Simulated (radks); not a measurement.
The rhenium ion Re2+, 73 electrons, occupied as [Xe] 4f14 5d4 6p1 (not the ground configuration). Method: Dirac Kohn-Sham, BLYP, spin-unpolarised, spherical densities, point nucleus; open shells fill j = l - 1/2 first; computed with a radial shooting solver on a logarithmic mesh with Libxc functionals.

Unscreened Slater integrals over Kohn-Sham orbitals (eV). Large and small components are both included. Empty in this configuration: 5d5/2.

integral           value
F0(6p1/2,6p1/2)   7.8185
F0(6p1/2,5d3/2)   9.3771
G1(6p1/2,5d3/2)   1.9526
F0(6p1/2,4f7/2)   10.321
G4(6p1/2,4f7/2)  0.27700
F0(6p1/2,4f5/2)   10.328
G2(6p1/2,4f5/2)  0.29861
F0(6p1/2,5d5/2)   9.3287
G3(6p1/2,5d5/2)   1.6176
F0(5d3/2,5d3/2)   14.466
F2(5d3/2,5d3/2)   7.4876
F0(5d3/2,4f7/2)   18.716
F2(5d3/2,4f7/2)   4.3891
G3(5d3/2,4f7/2)   1.4577
G5(5d3/2,4f7/2)   1.1394
F0(5d3/2,4f5/2)   18.744
F2(5d3/2,4f5/2)   4.3254
G1(5d3/2,4f5/2)   1.5968
G3(5d3/2,4f5/2)   1.4154
F0(5d3/2,5d5/2)   14.245
F2(5d3/2,5d5/2)   7.3672
G2(5d3/2,5d5/2)   7.3599
G4(5d3/2,5d5/2)   4.8496
F0(4f7/2,4f7/2)   42.873
F2(4f7/2,4f7/2)   20.831
F4(4f7/2,4f7/2)   13.164
F6(4f7/2,4f7/2)   9.4980
F0(4f7/2,4f5/2)   43.187
F2(4f7/2,4f5/2)   20.985
F4(4f7/2,4f5/2)   13.262
G2(4f7/2,4f5/2)   20.899
G4(4f7/2,4f5/2)   13.211
G6(4f7/2,4f5/2)   9.5327
F0(4f7/2,5d5/2)   18.212
F2(4f7/2,5d5/2)   4.1362
F4(4f7/2,5d5/2)   1.9245
G1(4f7/2,5d5/2)   1.5094
G3(4f7/2,5d5/2)   1.3414
G5(4f7/2,5d5/2)   1.0519
F0(4f5/2,4f5/2)   43.507
F2(4f5/2,4f5/2)   21.147
F4(4f5/2,4f5/2)   13.366
F0(4f5/2,5d5/2)   18.237
F2(4f5/2,5d5/2)   4.0752
F4(4f5/2,5d5/2)   1.8838
G1(4f5/2,5d5/2)   1.4487
G3(4f5/2,5d5/2)   1.2991
G5(4f5/2,5d5/2)   1.0213
F0(5d5/2,5d5/2)   14.036
F2(5d5/2,5d5/2)   7.2625
F4(5d5/2,5d5/2)   4.7835
